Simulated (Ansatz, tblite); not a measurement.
Forces on the cluster Li3Al at its PBE0-D4/def2-TZVP geometry. Total charge 0; singlet.

The xTB rows come from tblite. HSE06 is defined as in plane-wave codes, on full-range PBE exchange. The restricted singlet is unstable towards broken spin symmetry at other levels; at HSE06-D4/def2-TZVP this wasn't settled. The structure comes from a short search, and lower isomers may exist.

GFN1-xTB (tblite), largest force 0.87 eV/Å:

```xyz
4
positions Å, forces eV/Å
Al    0.090    0.442    1.159    0.007    0.031    0.082
Li   -1.468   -1.767    1.000    0.411    0.401   -0.652
Li    1.515    1.894   -0.630   -0.487   -0.701   -0.161
Li   -0.137   -0.569   -1.529    0.069    0.269    0.732
```

GFN2-xTB (tblite), largest force 0.55 eV/Å:

```
Al -0.032 -0.168 -0.438
Li 0.317 0.386 -0.217
Li -0.332 -0.410 0.138
Li 0.047 0.192 0.517
```

HSE06-D4/def2-TZVP (Ansatz), largest force 0.02 eV/Å:

```
Al 0.002 -0.008 -0.013
Li -0.003 0.002 0.002
Li -0.002 0.004 0.002
Li 0.003 0.002 0.009
```
